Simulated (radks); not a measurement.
The numbers below are computed, except where a source is named.
Q: The table gives one normalised radial function P(r) = r R(r) of Sr+ in [Ar] 3d10 4s2 4p5 5s1 5p1 (r in bohr). Code: a radial shooting solver on a logarithmic mesh with Libxc functionals. Model: non-relativistic Kohn-Sham, LDA (Slater exchange, Perdew-Wang correlation), spin-polarised, spherical densities, point nucleus; open shells are filled with parallel spins first (spin-orbit coupling, left out, can overturn this in heavy ions); relativity is left out, which matters for an element this heavy.

r           P
0.006676   0.0031
0.01037    0.0069
0.01622    0.0151
0.02519    0.0306
0.03943    0.0570
0.06122    0.0889
0.09506    0.1033
0.1488     0.0532
0.231     -0.0736
0.3587    -0.1637
0.5615    -0.0401
0.8718     0.2170
1.364      0.2362
2.119     -0.1482
3.29      -0.5308
5.149     -0.4443
7.995     -0.1243
12.51     -0.0083

Which n and l does it have? It may be an empty orbital.

A: n = 5, l = 1: the number of nodes gives n - l - 1 = 3, the rise at small r (about r^(l+1)) gives l, and the extent must fit the shell. The curve is that of 5p up; the table hardly tells the two spins apart. 5p up: eigenvalue -7.542 eV, 3 radial nodes at r = 0.183, 0.603, 1.85 bohr, <r> = 4.24 bohr, 90 % of the charge inside 6.11 bohr.
